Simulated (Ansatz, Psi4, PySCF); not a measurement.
F$_{6}$Se, charge -1, doublet, geometry from GFN2-xTB (a state made from the parent by changing its charge; the spin is typed, not shown lowest) (in this run its highest filled SCF level lies above zero, so its values depend strongly on the basis, on diffuse functions most of all), atoms displaced at random by about 0.08 Å a coordinate. Base run: R2SCAN/STO-3G, gradient (PySCF).

The PySCF input:
```python
from pyscf import gto, scf, dft

mol = gto.M(
    atom='''
F     1.17225226   -0.42300464   -1.49450978
Se    0.07999217   -0.10836526    0.10102188
F     1.38977282   -0.55976811    0.70288795
F    -0.73090617   -1.81867739    0.49226669
F    -1.54357619    0.75977178   -0.99472356
F     0.66407186    1.50799255   -0.06652589
F    -0.65296748    0.65124767    1.36758458
''',
    basis='sto-3g',
    charge=-1,
    spin=1,
    verbose=4,
)

mf = dft.UKS(mol)
mf.xc = 'r2scan'
mf.kernel()
g = mf.nuc_grad_method()
grad = g.kernel()
```

Programs used: Ansatz (a first-principles code), Psi4, PySCF; a row that names a program was run with it.

The coordinate followed is z of atom 6.

The base run was repeated with changes; each row names its change, and settings that it needs were set with it.

```json
[
 {"change": "base", "dE/dx (Eh/bohr)": "0.006996", "net force (Eh/bohr)": "0.003131"},
 {"change": "finite difference step (bohr) = 0.2; conv_tol = 1e-11", "dE/dx (Eh/bohr)": "0.006678", "net force (Eh/bohr)": "-"},
 {"change": "density fitting = on", "dE/dx (Eh/bohr)": "0.006995", "net force (Eh/bohr)": "0.003131"},
 {"change": "grid_response = on", "dE/dx (Eh/bohr)": "0.006623", "net force (Eh/bohr)": "0.000000"},
 {"change": "conv_tol = 1e-11", "dE/dx (Eh/bohr)": "0.006996", "net force (Eh/bohr)": "0.003131"},
 {"change": "finite difference step (bohr) = 1e-4; conv_tol = 1e-11", "dE/dx (Eh/bohr)": "0.006623", "net force (Eh/bohr)": "-"},
 {"change": "code = psi4", "dE/dx (Eh/bohr)": "0.006434", "net force (Eh/bohr)": "0.002977"},
 {"change": "grids.level = 0; grid_response = on", "dE/dx (Eh/bohr)": "0.006222", "net force (Eh/bohr)": "0.000000"},
 {"change": "code = ansatz", "dE/dx (Eh/bohr)": "0.006585", "net force (Eh/bohr)": "0.000000"},
 {"change": "grids.level = 5; grid_response = off", "dE/dx (Eh/bohr)": "0.006547", "net force (Eh/bohr)": "0.001100"},
 {"change": "finite difference step (bohr) = 0.01; conv_tol = 1e-11", "dE/dx (Eh/bohr)": "0.006623", "net force (Eh/bohr)": "-"},
 {"change": "conv_tol = 1e-4", "dE/dx (Eh/bohr)": "0.006995", "net force (Eh/bohr)": "0.003132"}
]
```

The net force is zero for an exact gradient.

Open shells are given as the SCF converged; they aren't shown to be the lowest states, and a large step between rows can be another state.
